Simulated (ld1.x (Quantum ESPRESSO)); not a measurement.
**Before and after: TM semilocal potential for Ga (Z = 31)**

```json
{"Element": "Ga", "Generator": "ld1.x (Quantum ESPRESSO) 7.5", "Type": "norm-conserving Troullier–Martins (semilocal form)", "Functional": "PBEsol", "Relativity": "non-relativistic", "Frozen core": "[Ar] 3d10", "Valence charge": "3", "Reference configuration": "4s1.75 4p1.25", "Partial waves": "4s (bound): rc 1.40 bohr; 4p (bound): rc 2.65 bohr", "Local potential": "the p channel", "Core correction": "none"}
```

All-electron outer shells of the reference configuration (PBEsol, non-relativistic, ld1.x):

```tsv
shell	level (eV)	outermost node (bohr)	outermost maximum (bohr)
3d	-20.25	–	0.53
4s	-9.00	0.82	1.92
4p	-2.81	0.87	2.53
```

Change: scalar-relativistic.

Cutoffs: the cutoffs (Ry, on a coarse ladder) from which the occupation-weighted sum of valence levels, in a spherical-Bessel basis at the reference potential, stays within 10 and 1 mRy of its value at 400 Ry; they do not see the model core or the augmentation charge, which bear on the density cutoff. Errors are all-electron minus pseudo energies relative to the spin-unpolarised reference configuration.

**Question.** How do hardness, ghosts and transferability respond?

**Answer.** The potential gets neither clearly harder nor softer (35 Ry and 80 Ry → 35 Ry and 80 Ry); of the 7 tests that both files solve, the error grows in 2 and shrinks in 2 by more than 15 % and 0.3 meV (median size 0.8 → 0.9 meV); neither file shows a bound ghost. A semilocal file is local in each channel, so a ghost entry of none says nothing of the separable form that plane-wave codes build from it.

| quantity | base | changed |
| --- | --- | --- |
| cutoff, loose | 35 Ry | 35 Ry |
| cutoff, tight | 80 Ry | 80 Ry |
| bound ghosts | none | none |
| error for 4s2 4p1, meV [ΔE -1.54 → -1.61 eV] | +0.7 | +0.9 |
| error for 4s2 4p0, meV [ΔE 4.18 → 4.07 eV] | -0.8 | +0.1 |
| error for 4s1 4p0, meV [ΔE 24.95 → 25.21 eV] | -0.1 | -3.5 |
| error for 4s2 4p0.5, meV [ΔE 0.51 → 0.42 eV] | +1.0 | +1.4 |
| error for 4s2 4p1.3, meV [ΔE -2.08 → -2.14 eV] | +0.1 | +0.3 |
| error for 4s1 4p2, meV [ΔE 4.72 → 4.94 eV] | +7.6 | +7.7 |
| error for 4s1 4p1, meV [ΔE 11.25 → 11.48 eV] | +2.2 | +0.5 |
| s: phases at 2.89 bohr within 0.05 rad from the reference energy up to (Ry; the scan ends near 5) | 1.6 | 1.6 |
| p: phases at 2.89 bohr within 0.05 rad from the reference energy up to (Ry; the scan ends near 5) | 2.3 | 2.3 |
